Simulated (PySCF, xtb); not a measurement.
Mo(OH)(H)5 (H₆MoO), SMILES [MoH5][OH], multiplicity 1.

Harmonic wavenumbers (cm⁻¹) from xtb with GFN2-xTB at its own minimum, in rising order: 315, 316, 437, 437, 556, 683, 690, 690, 762, 1141, 1154, 1154, 1542, 1582, 1582, 1712, 1773, 3517.

### Question
What does PBE-D3(BJ)/def2-TZVP (PySCF) give at its own minimum? (The exact figures need the calculation; the answer reports its results.)

### Answer
377, 451, 486, 620, 684, 783, 785, 840, 855, 880, 919, 1072, 1906, 1912, 1961, 1978, 2037, 3724. Paired by order, the mean absolute difference is 188 cm⁻¹ and the zero-point energies are 28.7 and 31.8 kcal/mol.
